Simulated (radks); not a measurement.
Results of a calculation; reference values are marked as such.
Sc, configuration [Ne] 3s2 3p5 3d1 4s2 4d1 (not the ground configuration).

Level of theory: non-relativistic Kohn-Sham, PBE, spin-polarised, spherical densities, point nucleus; open shells are filled with parallel spins first (a radial shooting solver on a logarithmic mesh with Libxc functionals).

Energy parts (hartree):
| part | energy |
|---|---|
| total | -759.01661 |
| kinetic | 758.32057 |
| electron-nucleus | -1789.54192 |
| Hartree | 310.43868 |
| exchange-correlation | -38.23394 |

Orbitals (lengths in bohr, moments of r in powers of bohr; r(max) is where P^2 peaks):
\begin{tabular}{lrrr}
orbital & occ. & eigenvalue (hartree) & r(max) \\ \hline
1s up & 1 & -161.1379 & 0.04836 \\
1s down & 1 & -161.1259 & 0.04836 \\
2s up & 1 & -17.72927 & 0.2858 \\
2s down & 1 & -17.70771 & 0.2858 \\
2p up & 3 & -14.72878 & 0.2331 \\
2p down & 3 & -14.70505 & 0.2331 \\
3s up & 1 & -2.41873 & 0.9250 \\
3s down & 1 & -2.32601 & 0.9256 \\
3p up & 3 & -1.63953 & 0.9566 \\
3p down & 2 & -1.55050 & 0.9580 \\
3d up & 1 & -0.46608 & 1.009 \\
3d down & 0 & -0.39333 & 1.020 \\
4s up & 1 & -0.30126 & 2.755 \\
4s down & 1 & -0.28214 & 2.806 \\
4p up & 0 & -0.16308 & 3.284 \\
4p down & 0 & -0.14782 & 3.324 \\
4d up & 1 & -0.02831 & 7.462 \\
5s up & 0 & -0.05275 & 8.053 \\
\end{tabular}

The highest occupied level is 4d up at -0.770 eV. The configuration is held as typed, so some empty levels lie below it. Virial ratio -V/T = 2.00092. The spin density at the nucleus is 0.0019 e/bohr^3 (1s -0.2607, 2s -0.1525, 3s 0.2228, 4s 0.1923), a Fermi contact field of 0.1 T.
